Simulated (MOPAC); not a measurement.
Input for MOPAC: PM6 on Ge2H6 (SMILES [GeH3][GeH3]), a point of a bond scan (R = 2.436 Å).

```
PM6 1SCF PRECISE CHARGE=0 THREADS=1
Ge2H6

Ge    -1.21412012 1     0.09497213 1    -0.01554390 1
Ge     1.21412012 1    -0.09497213 1     0.01554390 1
H     -1.81564152 1    -0.88366826 1    -1.03991537 1
H     -1.63545207 1     1.52474348 1    -0.39912600 1
H     -1.79543962 1    -0.23067558 1     1.37187209 1
H      1.63545207 1    -1.52474348 1     0.39912600 1
H      1.81564152 1     0.88366826 1     1.03991537 1
H      1.79543962 1     0.23067558 1    -1.37187209 1
```

Program output:

```
*******************************************************************************
 **                                                                           **
 **                              MOPAC v23.2.5                                **
 **                                                                           **
 *******************************************************************************
 ** MOPAC's Digital Object Identifier: https://doi.org/10.5281/zenodo.6511958 **
 **                                                                           **
 ** Please cite the open-source release paper for use of this MOPAC version:  **
 ** J. E. Moussa and J. J. P. Stewart (2026)                                  **
 ** MOPAC: An open-source semiempirical molecular orbital program             **
 ** J. Open Source Softw., 11(119), 8025, https://doi.org/10.21105/joss.08025 **
 *******************************************************************************

                              PM6 CALCULATION RESULTS

 *******************************************************************************
 *  PM6        - The PM6 Hamiltonian to be used
 *
 *
 *
 *                 CHARGE ON SYSTEM = 0
 *
 *
 *
 *  PRECISE    - TIGHTER CRITERIA TO BE USED
 *  1SCF       - DO 1 SCF AND THEN STOP
 *  THREADS=1  - MULTI-THREADING NOT USED
 *  T=         - A TIME OF 172800.0 SECONDS REQUESTED
 *  DUMP=N     - RESTART FILE WRITTEN EVERY 7200.0 SECONDS REQUESTED
 *******************************************************************************
PM6 1SCF PRECISE CHARGE=0 THREADS=1
 Ge2H6

   ATOM   CHEMICAL          X               Y               Z
  NUMBER   SYMBOL      (ANGSTROMS)     (ANGSTROMS)     (ANGSTROMS)

     1      Ge         -1.21412012  *   0.09497213  *  -0.01554390  *
     2      Ge          1.21412012  *  -0.09497213  *   0.01554390  *
     3       H         -1.81564152  *  -0.88366826  *  -1.03991537  *
     4       H         -1.63545207  *   1.52474348  *  -0.39912600  *
     5       H         -1.79543962  *  -0.23067558  *   1.37187209  *
     6       H          1.63545207  *  -1.52474348  *   0.39912600  *
     7       H          1.81564152  *   0.88366826  *   1.03991537  *
     8       H          1.79543962  *   0.23067558  *  -1.37187209  *



          CARTESIAN COORDINATES

    NO.       ATOM           X           Y           Z

     1        Ge         -1.2141      0.0950     -0.0155
     2        Ge          1.2141     -0.0950      0.0155
     3         H         -1.8156     -0.8837     -1.0399
     4         H         -1.6355      1.5247     -0.3991
     5         H         -1.7954     -0.2307      1.3719
     6         H          1.6355     -1.5247      0.3991
     7         H          1.8156      0.8837      1.0399
     8         H          1.7954      0.2307     -1.3719

 General Reference for PM6:
 "Optimization of Parameters for Semiempirical Methods V: Modification of NDDO Approximations
 and Application to 70 Elements", J. J. P. Stewart, J. Mol. Mod., 13, 1173-1213 (2007)
 URL: https://link.springer.com/article/10.1007/s00894-007-0233-4

           Empirical Formula: H6 Ge2  =     8 atoms



      MOLECULAR POINT GROUP   :   D3d


      RHF CALCULATION, NO. OF DOUBLY OCCUPIED LEVELS = 7


 -------------------------------------------------------------------------------
 PM6 1SCF PRECISE CHARGE=0 THREADS=1
 Ge2H6



     1SCF WAS SPECIFIED, SO BFGS WAS NOT USED
     SCF FIELD WAS ACHIEVED


                              PM6 CALCULATION
                                                       MOPAC v23.2.5 Linux




          FINAL HEAT OF FORMATION =         29.97898 KCAL/MOL =     125.43206 KJ/MOL


          COSMO AREA              =        119.44 SQUARE ANGSTROMS
          COSMO VOLUME            =        110.78 CUBIC ANGSTROMS

          IONIZATION POTENTIAL    =         10.422611 EV
          HOMO LUMO ENERGIES (EV) =        -10.423 -0.450
          NO. OF FILLED LEVELS    =          7
          MOLECULAR WEIGHT        =        151.2274         POINT GROUP:  D3d

          MOLECULAR DIMENSIONS (Angstroms)

            Atom       Atom       Distance
            H     6    H     4     4.54262
            H     7    H     3     4.17347
            H     8    H     5     4.00275


          SCF CALCULATIONS        =          1





   ATOM   CHEMICAL          X               Y               Z
  NUMBER   SYMBOL      (ANGSTROMS)     (ANGSTROMS)     (ANGSTROMS)

     1      Ge         -1.21412012  *   0.09497213  *  -0.01554390  *
     2      Ge          1.21412012  *  -0.09497213  *   0.01554390  *
     3       H         -1.81564152  *  -0.88366826  *  -1.03991537  *
     4       H         -1.63545207  *   1.52474348  *  -0.39912600  *
     5       H         -1.79543962  *  -0.23067558  *   1.37187209  *
     6       H          1.63545207  *  -1.52474348  *   0.39912600  *
     7       H          1.81564152  *   0.88366826  *   1.03991537  *
     8       H          1.79543962  *   0.23067558  *  -1.37187209  *

                             CARTESIAN COORDINATES

   1   Ge       -1.214120120     0.094972130    -0.015543900
   2   Ge        1.214120120    -0.094972130     0.015543900
   3    H       -1.815641520    -0.883668260    -1.039915370
   4    H       -1.635452070     1.524743480    -0.399126000
   5    H       -1.795439620    -0.230675580     1.371872090
   6    H        1.635452070    -1.524743480     0.399126000
   7    H        1.815641520     0.883668260     1.039915370
   8    H        1.795439620     0.230675580    -1.371872090


           Empirical Formula: H6 Ge2  =     8 atoms



      MOLECULAR POINT GROUP   :   D3d


                  EIGENVALUES
 -19.37315 -18.32166 -12.55219 -12.55219 -11.50012 -11.50012 -10.42261  -0.45047
   2.28376   2.28376   2.49274   2.49274   3.15170   3.60634


              NET ATOMIC CHARGES AND DIPOLE CONTRIBUTIONS

  ATOM NO.   TYPE          CHARGE      No. of ELECS.   s-Pop       p-Pop
    1         Ge          -0.399340        4.3993     1.21667     3.18267
    2         Ge          -0.399340        4.3993     1.21667     3.18267
    3          H           0.133113        0.8669     0.86689
    4          H           0.133113        0.8669     0.86689
    5          H           0.133113        0.8669     0.86689
    6          H           0.133113        0.8669     0.86689
    7          H           0.133113        0.8669     0.86689
    8          H           0.133113        0.8669     0.86689
 DIPOLE           X         Y         Z       TOTAL
 POINT-CHG.     0.000     0.000     0.000     0.000
 HYBRID        -0.000    -0.000    -0.000     0.000
 SUM            0.000     0.000     0.000     0.000


          ATOMIC ORBITAL ELECTRON POPULATIONS

     Atom    s        px        py        pz
    1 Ge   1.21667   0.97648   1.10271   1.10347
    2 Ge   1.21667   0.97648   1.10271   1.10347
    3  H   0.86689
    4  H   0.86689
    5  H   0.86689
    6  H   0.86689
    7  H   0.86689
    8  H   0.86689

 **********************
 *                    *
 * JOB ENDED NORMALLY *
 *                    *
 **********************




 == MOPAC DONE ==
```

The run finished.

Cost: roughly 0.03 core-seconds.
